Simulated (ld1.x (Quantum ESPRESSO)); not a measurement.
An all-electron radial function and its pseudo partner (Si (Z = 14))

Columns: radius, all-electron u(r) and pseudo u(r) of the 2s shell (level -139.50 eV) of silicon in the configuration [He] 2s2 2p6 3s2 3p2; PBE, scalar-relativistic, TM scheme, ld1.x (Quantum ESPRESSO) 7.5.

| r (bohr) | all-electron | pseudo |
| --- | --- | --- |
| 0.045 | 0.6174 | -0.1978 |
| 0.090 | 0.5201 | -0.3910 |
| 0.135 | 0.1588 | -0.5750 |
| 0.180 | -0.2550 | -0.7457 |
| 0.225 | -0.6277 | -0.8989 |
| 0.270 | -0.9246 | -1.0312 |
| 0.315 | -1.1393 | -1.1395 |
| 0.360 | -1.2784 | -1.2218 |
| 0.405 | -1.3539 | -1.2766 |
| 0.450 | -1.3788 | -1.3037 |
| 0.495 | -1.3652 | -1.3042 |
| 0.540 | -1.3237 | -1.2804 |
| 0.585 | -1.2627 | -1.2358 |
| 0.630 | -1.1892 | -1.1746 |
| 0.675 | -1.1084 | -1.1017 |
| 0.720 | -1.0243 | -1.0219 |
| 0.765 | -0.9398 | -0.9392 |
| 0.810 | -0.8572 | -0.8571 |
| 0.855 | -0.7779 | -0.7779 |
| 0.900 | -0.7028 | -0.7028 |
| 0.945 | -0.6326 | -0.6326 |
| 0.990 | -0.5675 | -0.5675 |
| 1.035 | -0.5076 | -0.5076 |
| 1.080 | -0.4528 | -0.4528 |
| 1.125 | -0.4031 | -0.4031 |
| 1.170 | -0.3580 | -0.3580 |

Q: How many radial nodes do the two functions have?

A: The all-electron 2s function has n − l − 1 = 1; the pseudo-wave has 0, since the states of the same l below it are removed with the core.

Q: At about which radius was the pseudo-wave matched?

A: 0.90 bohr. The columns agree to 0.0005 from 0.81 bohr on; several derivatives are matched, so the curves merge somewhat inside the radius.

Q: Is the pseudo-wave norm-conserving?

A: Yes: the TM scheme keeps the norm inside the radius equal to the all-electron one, which fixes the energy derivative of the logarithmic derivative at the level.
